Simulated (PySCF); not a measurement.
Stretching GaH

Set-up: basis Ga x2c-TZVPPall, H x2c-TZVPPall; spin-free X2C with a Gaussian nucleus; PySCF 2.14. Energies in eV from Ga + H in their ground configurations at the same level. All curves are PBE0. state 1: ¹Σ⁺ (singlet), closed shell; state 2: ³Π (triplet), unpaired electrons σ ↑, π ↑, a second solution, started from another occupation.

| R (Å) | state 1 | state 2 |
| --- | --- | --- |
| 1.444 | -2.506 | -0.6421 |
| 1.511 | -2.694 | -0.7541 |
| 1.578 | -2.802 | -0.7975 |
| 1.629 | -2.842 | -0.7970 |
| 1.679 | -2.854 | -0.7759 |
| 1.729 | -2.843 | -0.7396 |
| 1.796 | -2.799 | -0.6760 |
| 1.881 | -2.709 | -0.5839 |
| 1.981 | -2.564 | -0.4717 |
| 2.115 | -2.334 | -0.3401 |

Task: Put a parabola through the three lowest points of the state 1 curve and estimate Re, k and ωe (reduced mass 0.9933 u; 1 eV/Å² = 0.16022 mdyn/Å; ωe = 1302.8·√(k/μ) cm⁻¹).

Result: Through R = 1.629, 1.679, 1.729 Å the second-order coefficient is 4.60 eV/Å², so Re ≈ 1.680 Å, k ≈ 1.47 mdyn/Å and ωe ≈ 1587 cm⁻¹. A polynomial fit of higher order to the unrounded PBE0 energies gives Re = 1.678 Å, k = 1.46 mdyn/Å, ωe = 1582 cm⁻¹; anharmonicity and rounding make the difference.

The higher-order fit for each curve: state 1: Re = 1.678 Å, ωe = 1582 cm⁻¹, De = 2.85 eV; state 2: Re = 1.602 Å, ωe = 1609 cm⁻¹, minimum 0.80 eV below the ground-state fragments.
